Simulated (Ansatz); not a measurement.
Geometry optimisation, Ansatz 0.2.0, RKS B3LYP/6-31G.

Input file:

```yaml
crystal:
  periodic: [false, false, false]
  atoms:
    - { symbol: B, position_ang: [0.2569, -2.6824, -1.2089] }
    - { symbol: S, position_ang: [-0.7675, -1.0411, -1.4783] }
    - { symbol: C, position_ang: [0.0707, -0.0768, -0.199] }
    - { symbol: C, position_ang: [1.5177, 0.4516, -0.7131] }
    - { symbol: B, position_ang: [-0.8302, 1.1392, 0.2181] }
    - { symbol: C, position_ang: [-1.358, 1.3318, 1.7253] }
    - { symbol: H, position_ang: [-0.1437, -3.4371, -0.4369] }
    - { symbol: H, position_ang: [1.2397, -2.8126, -1.8376] }
    - { symbol: H, position_ang: [0.2846, -0.6949, 0.753] }
    - { symbol: H, position_ang: [1.9567, 1.0493, 0.0925] }
    - { symbol: H, position_ang: [2.0984, -0.4091, -0.947] }
    - { symbol: H, position_ang: [1.3166, 1.0728, -1.6012] }
    - { symbol: H, position_ang: [-1.191, 1.974, -0.5922] }
    - { symbol: H, position_ang: [-1.0263, 2.2962, 2.1501] }
    - { symbol: H, position_ang: [-0.987, 0.4768, 2.374] }
    - { symbol: H, position_ang: [-2.4605, 1.3397, 1.7454] }
basis:
  gaussian: { orbitals: "6-31G" }
hamiltonian:
  xc: b3lyp
relax:
  f_tol: 0.02
  max_steps: 40
scf:
  lower_state_search: "off"
```

Launched with:

```bash
$ ansatz run input.yaml --threads 1 --pin off --max-ram 2048MiB --backend cpu --events-out ev --progress --plain --runs-dir out
```

Question: Where does it end, and by what steps?

Answer: It converged. Limits of this set-up: no polarisation functions. After 32 steps the energy has fallen by 1.471 eV; H8 moved furthest, 2.37 Å.

```csv
step,energy less start (eV),largest force component (eV/Å),accepted
0,0.0000,2.739,yes
2,-0.5179,0.782,yes
4,-0.7805,0.691,yes
6,-1.1086,0.761,yes
8,-1.3248,0.334,yes
10,-1.3751,0.402,no
12,-1.3914,0.080,yes
14,-1.4020,0.141,yes
16,-1.3943,0.435,no
18,-1.4325,0.092,yes
20,-1.4439,0.418,yes
22,-1.4591,0.069,yes
24,-1.3867,1.023,no
26,-1.4697,0.036,yes
28,-1.4709,0.075,yes
30,-1.4715,0.022,yes
32,-1.4715,0.011,yes
```

```xyz
16
Properties=species:S:1:pos:R:3
B -0.544 -2.479 -0.707
S -0.070 -0.952 -1.556
C 0.727 0.191 -0.156
C 1.893 0.965 -0.767
B -0.592 0.976 0.198
C -1.525 0.611 1.403
H -0.352 -2.618 0.458
H -1.034 -3.322 -1.386
H 1.064 -0.514 0.611
H 2.330 1.625 -0.006
H 2.685 0.301 -1.130
H 1.560 1.594 -1.599
H -0.869 1.911 -0.503
H -1.396 1.395 2.171
H -1.311 -0.352 1.880
H -2.588 0.646 1.131
```

Whether the end is a true minimum wasn't checked by a vibrational analysis.

Time of the run: 2.1 min on 1 thread of Arm Neoverse V2, on a shared host, peak memory 0.16 GiB.
